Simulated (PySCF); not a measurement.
BHN, SMILES [B]=N, multiplicity 2.

Geometry optimised at PBE0-D3(BJ)/def2-TZVPD. The isomer is the one that the SMILES or the coordinates give; other isomers of the formula were not compared.

Method: PySCF with PBE0-D3(BJ)/def2-TZVPD.

No scaling factor is applied to the harmonic values.

Modes within 1.5 cm⁻¹ of each other (mostly degenerate sets) share a row, with their intensities summed.

```csv
mode,ν (cm⁻¹),IR (km/mol),moving atoms (share of kinetic energy)
1–2,476,211.2,"H 77 %, N 18 %"
3,1927,57.9,"B 58 %, N 37 %"
4,3876,193.0,"H 91 %, N 9 %"
```
